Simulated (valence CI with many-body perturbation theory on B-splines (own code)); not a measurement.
Cr8+: electric-dipole lines

Computed by relativistic CI+MBPT: six valence electrons over a frozen Dirac-Fock core [Ne], radial functions for each j: 9 s, 9 p, 8 d, 6 f, 3 g, 1 h, with the one-electron correlation potential Σ1, the two-electron term Σ2, the three-electron term Σ3, Breit, model QED; selected CI, second order for the rest, scaled by the run's own slope (own B-spline code, finite nucleus).

No measured spectrum was set against this ion. As an estimate, levels of excited configurations hold to 0.05 to 0.15 % of their energy, terms of the ground configuration to about 0.5 %. Among the levels kept, up to 800 cm⁻¹ of a level comes from second order outside the variational space, and about a tenth of that is noise between levels of different J, which matters for small intervals.

Lines 1 to 50 of 70 in falling wavelength, among levels below 427300 cm⁻¹, chosen from the strongest by gf and those to the six lowest levels. Wavelengths and rates use the calculated energies, so an error of 200 cm⁻¹ moves a line at 561.8 Å by 0.11 % and its rate by three times that or more. Electric multipoles are in the length gauge, E1 and E2 with the static RPA response of the core. Weak lines are less certain than strong ones. Lines between different terms over intervals too small for the method are left out, as are lines whose strength nearly cancels. The highest levels of a list are the least certain.

Names give the largest LS component (configuration and term), which can be under half, so a name can repeat, a term be missing and a line seem to break the LS rules; names also repeat where a configuration has a term twice. Letters in brackets count levels of one name in rising energy.

```
λ vac (Å)               Upper        Lower   A (s⁻¹)  S (a.u.)
    561.8         3s3p⁵ ³P°_1  3s²3p⁴ ¹S_0  5.56e+06  1.46e-03
    479.7         3s3p⁵ ³P°_2  3s²3p⁴ ¹D_2  3.25e+07  8.85e-03
    465.7         3s3p⁵ ³P°_1  3s²3p⁴ ¹D_2  3.29e+05  4.92e-05
    432.7         3s3p⁵ ³P°_2  3s²3p⁴ ³P_1  5.20e+08  1.04e-01
    424.4         3s3p⁵ ³P°_1  3s²3p⁴ ³P_0  7.13e+08  8.07e-02
    421.3         3s3p⁵ ³P°_1  3s²3p⁴ ³P_1  5.54e+08  6.13e-02
    419.4         3s3p⁵ ¹P°_1  3s²3p⁴ ¹S_0  1.69e+08  1.85e-02
    418.5         3s3p⁵ ³P°_2  3s²3p⁴ ³P_2  1.65e+09  2.98e-01
    414.9         3s3p⁵ ³P°_0  3s²3p⁴ ³P_1  2.29e+09  8.07e-02
    407.9         3s3p⁵ ³P°_1  3s²3p⁴ ³P_2  1.02e+09  1.02e-01
    383.8      3s²3p³3d ⁵D°_1  3s²3p⁴ ¹S_0  8.77e+03  7.34e-07
    363.4         3s3p⁵ ¹P°_1  3s²3p⁴ ¹D_2  5.89e+09  4.19e-01
    350.4  3s²3p³3d ³D°_1 [a]  3s²3p⁴ ¹S_0  8.46e+05  5.38e-05
    337.8         3s3p⁵ ¹P°_1  3s²3p⁴ ³P_0  1.50e+05  8.56e-06
    336.4      3s²3p³3d ⁵D°_1  3s²3p⁴ ¹D_2  7.16e+04  4.04e-06
    336.2      3s²3p³3d ⁵D°_2  3s²3p⁴ ¹D_2  1.77e+05  1.66e-05
    336.0      3s²3p³3d ⁵D°_3  3s²3p⁴ ¹D_2  5.41e+04  7.08e-06
    335.8         3s3p⁵ ¹P°_1  3s²3p⁴ ³P_1  6.82e+06  3.83e-04
    327.2         3s3p⁵ ¹P°_1  3s²3p⁴ ³P_2  1.39e+08  7.20e-03
    314.3      3s²3p³3d ⁵D°_1  3s²3p⁴ ³P_0  5.02e+06  2.31e-04
    312.7      3s²3p³3d ⁵D°_0  3s²3p⁴ ³P_1  4.92e+07  7.42e-04
    312.6      3s²3p³3d ⁵D°_1  3s²3p⁴ ³P_1  1.59e+07  7.20e-04
    312.5      3s²3p³3d ⁵D°_2  3s²3p⁴ ³P_1  1.48e+04  1.11e-06
    312.3  3s²3p³3d ³D°_2 [a]  3s²3p⁴ ¹D_2  3.33e+06  2.50e-04
    311.4  3s²3p³3d ³D°_3 [a]  3s²3p⁴ ¹D_2  4.09e+05  4.26e-05
    310.4  3s²3p³3d ³D°_1 [a]  3s²3p⁴ ¹D_2  6.27e+05  2.78e-05
    305.1      3s²3p³3d ⁵D°_1  3s²3p⁴ ³P_2  2.33e+07  9.80e-04
    305.0      3s²3p³3d ⁵D°_2  3s²3p⁴ ³P_2  2.93e+07  2.05e-03
    304.8      3s²3p³3d ⁵D°_3  3s²3p⁴ ³P_2  1.13e+07  1.11e-03
    304.6  3s²3p³3d ³F°_2 [a]  3s²3p⁴ ¹D_2  8.03e+05  5.60e-05
    302.5  3s²3p³3d ³F°_3 [a]  3s²3p⁴ ¹D_2  6.87e+06  6.57e-04
    291.7  3s²3p³3d ³D°_2 [a]  3s²3p⁴ ³P_1  1.92e+06  1.17e-04
    291.5  3s²3p³3d ³D°_1 [a]  3s²3p⁴ ³P_0  4.80e+04  1.76e-06
    290.6  3s²3p³3d ³D°_1 [b]  3s²3p⁴ ¹S_0  2.94e+07  1.07e-03
    290.0  3s²3p³3d ³D°_1 [a]  3s²3p⁴ ³P_1  9.76e+06  3.53e-04
    289.4      3s²3p³3d ³P°_1  3s²3p⁴ ¹S_0  3.49e+06  1.25e-04
    285.2  3s²3p³3d ³D°_2 [a]  3s²3p⁴ ³P_2  2.27e+07  1.30e-03
    285.0  3s²3p³3d ³F°_2 [a]  3s²3p⁴ ³P_1  2.39e+05  1.36e-05
    285.0      3s²3p³3d ³G°_3  3s²3p⁴ ¹D_2  3.06e+07  2.44e-03
    284.4  3s²3p³3d ³D°_3 [a]  3s²3p⁴ ³P_2  4.56e+05  3.62e-05
    284.0      3s²3p³3d ¹S°_0  3s²3p⁴ ³P_1  3.21e+07  3.63e-04
    283.6  3s²3p³3d ³D°_1 [a]  3s²3p⁴ ³P_2  8.61e+06  2.91e-04
    278.8  3s²3p³3d ³F°_2 [a]  3s²3p⁴ ³P_2  6.45e+06  3.45e-04
    277.0  3s²3p³3d ³F°_3 [a]  3s²3p⁴ ³P_2  6.12e+06  4.50e-04
    273.8      3s²3p³3d ¹D°_2  3s²3p⁴ ¹D_2  8.50e+08  4.30e-02
    262.5  3s²3p³3d ³D°_1 [b]  3s²3p⁴ ¹D_2  1.83e+08  4.90e-03
    262.5  3s²3p³3d ³F°_3 [b]  3s²3p⁴ ¹D_2  2.66e+07  1.66e-03
    262.2      3s²3p³3d ³G°_3  3s²3p⁴ ³P_2  1.04e+07  6.50e-04
    261.8  3s²3p³3d ³F°_2 [b]  3s²3p⁴ ¹D_2  6.25e+07  2.77e-03
    261.6      3s²3p³3d ³P°_1  3s²3p⁴ ¹D_2  1.41e+08  3.73e-03
```
